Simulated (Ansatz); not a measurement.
Reaction (isomerisation): `FC(F)C(F)C(F)(F)C(F)F` → `FCC(F)(F)C(F)(F)C(F)F`

Gas-phase electronic energies from Ansatz, PBE0-D4/def2-TZVP geometries. CCSD(T)/CBS adds triple-zeta CCSD(T) − MP2 to the extrapolated MP2 energy (def2 sets, frozen cores). One conformer a species, not always the lowest.

```tsv
level	ΔE (kcal/mol)
CCSD/def2-TZVPP	1.7
MP2/def2-QZVPP	1.7
```

Problem. What does CCSD(T)/CBS give? (Estimate.)

Solution. Ansatz gave: +1.5 kcal/mol. The listed levels differ from it by 0.2, 0.2 kcal/mol.

Largest T1 diagnostic among the species: 0.012.

Leaving LDA and LC-ωPBE aside and taking each functional with its dispersion term where it has one, the values, not all of them listed here, spread over 0.7 kcal/mol, from B97M-V to B2PLYP.
